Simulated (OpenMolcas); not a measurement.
**Mn3+, Tc3+, Re3+: d⁴ down the group**

```yaml
Program: OpenMolcas 26.06
Method: MS-RASPT2, IPEA 0.25 Eh, imaginary shift 0.1 Eh
Basis: ANO-R2
Scalar_Hamiltonian: X2C, finite nucleus
Spin-orbit_coupling: RASSI with atomic mean-field integrals over the reference wave functions, term energies averaged over their components
```

Active space for each ion: 10 electrons in 8 orbitals (RAS1 p, at most 2 holes; RAS2 d); closed shells correlated by CASPT2: Mn3+ 3s; Tc3+ 4s; Re3+ 5s.

Computed levels in cm-1 above ⁵D₀:

```csv
Level,Mn3+,Tc3+,Re3+
⁵D₁,104,355,3250
⁵D₂,308,969,6300
⁵D₃,601,1759,8810
⁵D₄,975,2670,10720
³P₀(1),21270,15070,15840
³H₄,21760,16050,18220
³P₁(1),21890,16880,21250
³H₅,21980,16890,22410
³H₆,22230,17610,24330
weight of ⁵D in the lowest level (%),100,98,68
```

Mixed levels, with the weight of the term that names them: Re3+ ⁵D₀ (68 %), Re3+ ³P₀(1) (57 %), Re3+ ³H₄ (59 %).

Measured, with the error of the calculation in %. Measured levels: Mn3+ from Corliss and Sugar, J. Phys. Chem. Ref. Data 6, 1253 (1977); Re3+ from the list in Brasseur, Gamrath and Quinet, At. Data Nucl. Data Tables 157, 101636 (2024).

```tsv
Level	Mn3+	Re3+
⁵D₁	99.0 (+5.5)	3084 (+5.3)
⁵D₂	287 (+7.3)	5979 (+5.4)
⁵D₃	552 (+8.9)	8350 (+5.6)
⁵D₄	886 (+10.1)	10121 (+5.9)
³P₀(1)	20654 (+3.0)	
³H₄	21281 (+2.3)	16946 (+7.5)
³P₁(1)	21279 (+2.9)	19340 (+9.9)
³H₅	21475 (+2.4)	20930 (+7.1)
³H₆	21679 (+2.5)	22896 (+6.3)
```

The fine-structure level ⁵D₄ changes by a factor of 11 from Mn3+ to Re3+.

Without spin-orbit coupling ³P(1) lies 21820, 16330, 14090 cm-1 above ⁵D in that order; the difference to the level ³P₀(1), of either sign, comes from spin-orbit coupling, which also lowers the zero.

Term energies are means over components that CASPT2 splits; among the terms shown or strongly mixed into the levels shown the widest spread is 880 cm-1 (5d⁴ ¹I, Re3+). The CASPT2 spread within a term exceeds the gap to the next term for 3d⁴ ³H and 3d⁴ ³P(1), so the order of their levels is uncertain (figures for Mn3+; the like holds for Re3+). Active for correlation alone: 3p; no level in the range computed is led by a configuration that opens it, so any true level of that kind is missing (holds for Mn3+). Active for correlation alone: 4p; no level in the range computed is led by a configuration that opens it, so any true level of that kind is missing (holds for Tc3+). Active for correlation alone: 5p; no level in the range computed is led by a configuration that opens it, so any true level of that kind is missing (holds for Re3+). Measured partners are found by configuration, term and J. A level has none where our copy of the source lacks it or the pairing is in doubt (some pairs that miss far off the trend of their configuration count as doubtful), and it then counts in no deviation. Levels of configurations outside the active space are missing.

A number in round brackets counts repeated terms of one configuration in the order of the reference energies.
